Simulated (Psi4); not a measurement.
C$_{6}$H$_{8}$, singlet, geometry from GFN2-xTB; PBE0/6-31G (Psi4 1.11).

Psi4 was given this input:
```
memory 2 GB

molecule mol {
0 1
C     0.334154   -1.320949    0.370251
C     1.346413   -0.526377    0.030314
C     1.121701    0.886668   -0.215467
C    -0.113014    1.353231   -0.386841
C    -1.292706    0.425692   -0.374388
C    -1.049167   -0.767555    0.550070
H     0.484302   -2.368487    0.586877
H     2.353911   -0.904353   -0.062995
H     1.982519    1.537378   -0.262315
H    -0.300205    2.395361   -0.600687
H    -1.456725    0.070233   -1.399832
H    -2.194820    0.957874   -0.067789
H    -1.797450   -1.540659    0.367281
H    -1.155821   -0.451608    1.595820
}

set {
  basis 6-31g
  reference rks
}

energy('pbe0')
print_variables()
```

It wrote (shortened):

```
   => Loading Basis Set <=

    Name: 6-31G
    Role: ORBITAL
    Keyword: BASIS

         ---------------------------------------------------------
                                   SCF
               by Justin Turney, Rob Parrish, Andy Simmonett
                          and Daniel G. A. Smith
                              RKS Reference
         ---------------------------------------------------------

  ==> Geometry <==

    Molecular point group: c1
    Full point group: C1

    Geometry (in Angstrom), charge = 0, multiplicity = 1:

       Center              X                  Y                   Z               Mass
    ------------   -----------------  -----------------  -----------------  -----------------
         C            0.308324544490    -1.324719526399     0.372188839609    12.000000000000
         C            1.320583544490    -0.530147526399     0.032251839609    12.000000000000
         C            1.095871544490     0.882897473601    -0.213529160391    12.000000000000
         C           -0.138843455510     1.349460473601    -0.384903160391    12.000000000000
         C           -1.318535455510     0.421921473601    -0.372450160391    12.000000000000
         C           -1.074996455510    -0.771325526399     0.552007839609    12.000000000000
         H            0.458472544490    -2.372257526399     0.588814839609     1.007825032230
         H            2.328081544490    -0.908123526399    -0.061057160391     1.007825032230
         H            1.956689544490     1.533607473601    -0.260377160391     1.007825032230
         H           -0.326034455510     2.391590473601    -0.598749160391     1.007825032230
         H           -1.482554455510     0.066462473601    -1.397894160391     1.007825032230
         H           -2.220649455510     0.954103473601    -0.065851160391     1.007825032230
         H           -1.823279455510    -1.544429526399     0.369218839609     1.007825032230
         H           -1.181650455510    -0.455378526399     1.597757839609     1.007825032230

  Running in c1 symmetry.

  Rotational constants: A =      0.17238  B =      0.17045  C =      0.09107 [cm^-1]
  Rotational constants: A =   5167.75005  B =   5109.95045  C =   2730.34341 [MHz]
  Nuclear repulsion =  220.494511787662077

  Charge       = 0
  Multiplicity = 1
  Electrons    = 44
  Nalpha       = 22
  Nbeta        = 22

  ==> Algorithm <==

  SCF Algorithm Type is DF.
  DIIS enabled.
  MOM disabled.
  Fractional occupation disabled.
  Guess Type is SAD.
  Energy threshold   = 1.00e-06
  Density threshold  = 1.00e-06
  Integral threshold = 1.00e-12

  ==> Primary Basis <==

  Basis Set: 6-31G
    Blend: 6-31G
    Number of shells: 46
    Number of basis functions: 70
    Number of Cartesian functions: 70
    Spherical Harmonics?: false
    Max angular momentum: 1

  ==> DFT Potential <==

   => LibXC <=

    Version 7.1.2
    S. Lehtola, C. Steigemann, M. J. T. Oliveira, and M. A. L. Marques,  SoftwareX 7, 1–5 (2018) (10.1016/j.softx.2017.11.002)

   => Composite Functional: PBE0 <=

    PBE0 Hyb-GGA Exchange-Correlation Functional

    C. Adamo and V. Barone,  J. Chem. Phys. 110, 6158 (1999) (10.1063/1.478522)
    M. Ernzerhof and G. E. Scuseria,  J. Chem. Phys. 110, 5029 (1999) (10.1063/1.478401)

    Deriv               =              1
    GGA                 =           TRUE
    Meta                =          FALSE

    Exchange Hybrid     =           TRUE
    MP2 Hybrid          =          FALSE

   => Exchange Functionals <=

    0.7500   Perdew, Burke & Ernzerhof

   => Exact (HF) Exchange <=

    0.2500               HF

   => Correlation Functionals <=

    1.0000   Perdew, Burke & Ernzerhof

   => LibXC Density Thresholds  <==

    XC_HYB_GGA_XC_PBEH:  1.00E-15

   => Molecular Quadrature <=

    Radial Scheme          =       TREUTLER
    Pruning Scheme         =           NONE
    Nuclear Scheme         =       TREUTLER

    Blocking Scheme        =         OCTREE
    BS radius alpha        =              1
    Pruning alpha          =              1
    Radial Points          =             75
    Spherical Points       =            302
    Total Points           =         294434
    Total Blocks           =           2193
    Max Points             =            256
    Max Functions          =             70
    Weights Tolerance      =       1.00E-15

   => Loading Basis Set <=

    Name: (6-31G AUX)
    Role: JKFIT
    Keyword: DF_BASIS_SCF

  ==> Integral Setup <==

  SCF_SUBTYPE=INCORE selected. In-core MEM_DF algorithm will be used.
  Using in-core AOs.

  ==> MemDFJK: Density-Fitted J/K Matrices <==

    J tasked:                   Yes
    K tasked:                   Yes
    wK tasked:                   No
    Algorithm:                 Core
    Schwarz Cutoff:           1E-12
    Mask sparsity (%):       0.6531
    Fitting Condition:        1E-10

   => Auxiliary Basis Set <=

  Basis Set: (6-31G AUX)
    Blend: CC-PVDZ-JKFIT
    Number of shells: 216
    Number of basis functions: 686
    Number of Cartesian functions: 686
    Spherical Harmonics?: false
    Max angular momentum: 3

  Minimum eigenvalue in the overlap matrix is 1.7203242364E-03.
  Reciprocal condition number of the overlap matrix is 2.9739455621E-04.
    Using symmetric orthogonalization.

  ==> Pre-Iterations <==

  SCF Guess: Superposition of Atomic Densities via on-the-fly atomic UHF (no occupation information).

   -------------------------
    Irrep   Nso     Nmo
   -------------------------
     A         70      70
   -------------------------
    Total      70      70
   -------------------------

  ==> Iterations <==

                           Total Energy        Delta E     RMS |[F,P]|

   @DF-RKS iter SAD:  -232.66550455766279   -2.32666e+02   0.00000e+00
   @DF-RKS iter   1:  -232.77918550126009   -1.13681e-01   1.01665e-02 DIIS/ADIIS
   @DF-RKS iter   2:  -232.76109550812009    1.80900e-02   1.06186e-02 DIIS/ADIIS
   @DF-RKS iter   3:  -233.07674497764171   -3.15649e-01   4.44294e-04 DIIS/ADIIS
   @DF-RKS iter   4:  -233.07704646463105   -3.01487e-04   3.32917e-04 DIIS/ADIIS
   @DF-RKS iter   5:  -233.07730625624859   -2.59792e-04   9.32437e-05 DIIS
   @DF-RKS iter   6:  -233.07732671375334   -2.04575e-05   3.38897e-05 DIIS
   @DF-RKS iter   7:  -233.07732987660927   -3.16286e-06   1.47808e-06 DIIS
   @DF-RKS iter   8:  -233.07732988362864   -7.01937e-09   1.91465e-07 DIIS
  Energy and wave function converged.

  ==> Post-Iterations <==

   Electrons on quadrature grid:
      Ntotal   =   44.0001106239 ; deviation = 1.106e-04

    Orbital Energies [Eh]
    ---------------------

    Doubly Occupied:

       1A    -10.224909     2A    -10.224737     3A    -10.223983
       4A    -10.223979     5A    -10.220131     6A    -10.219830
       7A     -0.867816     8A     -0.764948     9A     -0.764814
      10A     -0.637044    11A     -0.604809    12A     -0.523633
      13A     -0.500288    14A     -0.454202    15A     -0.436557
      16A     -0.425630    17A     -0.401670    18A     -0.379397
      19A     -0.339603    20A     -0.321133    21A     -0.315807
      22A     -0.216085

    Virtual:

      23A     -0.008294    24A      0.100279    25A      0.111724
      26A      0.153191    27A      0.156675    28A      0.168283
      29A      0.183828    30A      0.192032    31A      0.212821
      32A      0.227056    33A      0.246903    34A      0.271046
      35A      0.286922    36A      0.361948    37A      0.427411
      38A      0.501401    39A      0.522771    40A      0.562609
      41A      0.609638    42A      0.619755    43A      0.629737
      44A      0.646390    45A      0.649376    46A      0.685964
      47A      0.688789    48A      0.692161    49A      0.697864
      50A      0.763034    51A      0.777680    52A      0.816843
      53A      0.891269    54A      0.897689    55A      0.908601
      56A      0.933431    57A      0.935004    58A      0.975720
      59A      0.995533    60A      1.004560    61A      1.008414
      62A      1.046574    63A      1.155047    64A      1.157395
      65A      1.224818    66A      1.229010    67A      1.327249
      68A      1.476097    69A      1.578280    70A      1.725828

    Final Occupation by Irrep:
              A
    DOCC [    22 ]
    NA   [    22 ]
    NB   [    22 ]

  @DF-RKS Final Energy:  -233.07732988362864

   => Energetics <=

    Nuclear Repulsion Energy =            220.4945117876620770
    One-Electron Energy =                -749.4048750864135400
    Two-Electron Energy =                 322.6400812242998200
    DFT Exchange-Correlation Energy =     -26.8070478091769786
    Empirical Dispersion Energy =           0.0000000000000000
    VV10 Nonlocal Energy =                  0.0000000000000000
    Total Energy =                       -233.0773298836286358

Computation Completed

Properties will be evaluated at   0.000000,   0.000000,   0.000000 [a0]

Properties computed using the SCF density matrix

 Multipole Moments:

 ------------------------------------------------------------------------------------
     Multipole            Electronic (a.u.)      Nuclear  (a.u.)        Total (a.u.)
 ------------------------------------------------------------------------------------

 L = 1.  Multiply by 2.5417464519 to convert [e a0] to [Debye]
 Dipole X            :          1.9796796           -2.1476719           -0.1679924
 Dipole Y            :          0.2889901           -0.3135134           -0.0245233
 Dipole Z            :         -0.1485135            0.1611161            0.0126025
 Magnitude           :                                                    0.1702400

 ------------------------------------------------------------------------------------

  Variable Map:
  ----------------------------------------------------------------------------
  "CURRENT ENERGY"              =>    -233.077329883629
  "CURRENT REFERENCE ENERGY"    =>    -233.077329883629
  "DD SOLVATION ENERGY"         =>       0.000000000000
  "DFT FUNCTIONAL TOTAL ENERGY" =>    -233.077329883629
  "DFT TOTAL ENERGY"            =>    -233.077329883629
  "DFT VV10 ENERGY"             =>       0.000000000000
  "DFT XC ENERGY"               =>     -26.807047809177
  "GRID ELECTRONS ALPHA"        =>      22.000055311953
  "GRID ELECTRONS BETA"         =>      22.000055311953
  "GRID ELECTRONS TOTAL"        =>      44.000110623906
  "NUCLEAR REPULSION ENERGY"    =>     220.494511787662
  "ONE-ELECTRON ENERGY"         =>    -749.404875086414
  "PCM POLARIZATION ENERGY"     =>       0.000000000000
  "PE ENERGY"                   =>       0.000000000000
  "SCF ITERATION ENERGY"        =>    -233.077329883629
  "SCF ITERATIONS"              =>       8.000000000000
  "SCF TOTAL ENERGY"            =>    -233.077329883629
  "TWO-ELECTRON ENERGY"         =>     322.640081224300
  "XC GRID RADIAL POINTS"       =>      75.000000000000
  "XC GRID SPHERICAL POINTS"    =>     302.000000000000
  "XC GRID TOTAL POINTS"        =>  294434.000000000000

  Array Variable Map:
  ----------------------------------------------------------------------------
  "CURRENT DIPOLE"              =>      -0.167992369288 ... 0.012602524035 1 by 3
  "SCF DIPOLE"                  =>      -0.167992369288 ... 0.012602524035 1 by 3
  "SCF TOTAL ENERGIES"          =>    -232.665504557663 ... -233.077329883629 1 by 9
```
